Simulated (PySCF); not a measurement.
How methods differ on the ionisation energy of Ag

Ag [Kr] 4d10 5s1 (2S) → Ag⁺ [Kr] 4d10 (1S), as a difference of total energies. All numbers are calculated (PySCF 2.14, the spin-free X2C one-electron Hamiltonian (Gaussian nucleus), in x2c-SVPall). Correlated levels: valence: [Kr] frozen. The calculations carry no spin-orbit coupling.

**Question.** Order these methods by the ionisation energy they give, lowest first.
A. UHF
B. M06-2X
C. SCS-MP2 (valence)
D. B3LYP

**Answer.** A (6.342 eV), C (6.863 eV), B (7.440 eV), D (7.833 eV).

Errors of the correlated levels include the incompleteness of this basis and the frozen core.

For comparison: 7.576 eV (measured; NIST Atomic Spectra Database, ionization energies).
